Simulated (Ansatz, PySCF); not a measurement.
O2Pb2, SMILES [O]1[Pb]2=[Pb]1[O]2.

Geometry: B3LYP-D3(BJ)/def2-SVP. The def2 effective core potentials stand for the cores of Pb; spin–orbit coupling is left out.

Vertical ionisation energy (IE) and electron affinity (EA) in eV. Rows of orbital energies are one-electron estimates. Where ΔSCF, EOM or ADC give a negative EA the extra electron is unbound and the value depends on the basis.

```json
[
 {"level": "−ε(HOMO), −ε(LUMO), M06-2X/def2-TZVPD (PySCF)", "IE": "7.73", "EA": "1.33"},
 {"level": "−ε(HOMO), −ε(LUMO), PBE/def2-TZVPD (PySCF)", "IE": "(withheld)", "EA": "(withheld)"},
 {"level": "ΔSCF, ωB97X-V/def2-SVPD (Ansatz), final states of multiplicity 2 and 2", "IE": "8.49", "EA": "0.36"},
 {"level": "ΔSCF, PBE/def2-SVPD (Ansatz), final states of multiplicity 2 and 2", "IE": "8.35", "EA": "0.69"}
]
```

Q: What belongs in the gaps? (Estimate from the structure and the level; the computed values follow.)

A: 
- −ε(HOMO), −ε(LUMO), PBE/def2-TZVPD (PySCF), IE: 5.38
- −ε(HOMO), −ε(LUMO), PBE/def2-TZVPD (PySCF), EA: 2.86

Q: What vertical singlet–triplet gap does ΔSCF give with ωB97X-V/def2-SVPD (Ansatz, a quantum-chemistry and plane-wave program) and with PBE/def2-SVPD (Ansatz)? (An estimate is asked for; the answer gives what the named calculation found.)

A: 3.20 and 2.72 eV (triplet above singlet where positive).
